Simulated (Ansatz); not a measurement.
Compare A (`C[Si](O)([SiH3])Cl`) with its isomer B (`O[SiH2]C([SiH3])Cl`).

Program: Ansatz. Geometries: PBE0-D4/def2-TZVP. ΔE: electronic, gas phase. CCSD(T)/CBS adds triple-zeta CCSD(T) − MP2 to the extrapolated MP2 energy (def2 sets, frozen cores). DFT in def2-TZVPP. Each species was taken in one conformer, which may not be the lowest.

Which isomer does CCSD(T)/CBS put lower? Give the gap. (An estimate is asked.)

The calculation gave: A, by 43.6 kcal/mol.

Give E(B) − E(A) in kcal/mol with CCSD/def2-TZVPP, MP2/def2-TZVPP, PBE0-D4, r2SCAN-D4, ωB97M-V, HF/def2-TZVPP, B2PLYP. (Estimate.)

Computed: CCSD/def2-TZVPP 43.5, MP2/def2-TZVPP 43.2, PBE0-D4 46.2, r2SCAN-D4 46.0, ωB97M-V 43.4, HF/def2-TZVPP 44.1, B2PLYP 44.1. None reverses the order clearly.

Largest T1 diagnostic: 0.011.

In def2-TZVPP, CCSD(T) changes the Hartree–Fock value by −0.9 kcal/mol (the triples alone add −0.4 kcal/mol) and MP2 by −0.9 kcal/mol.
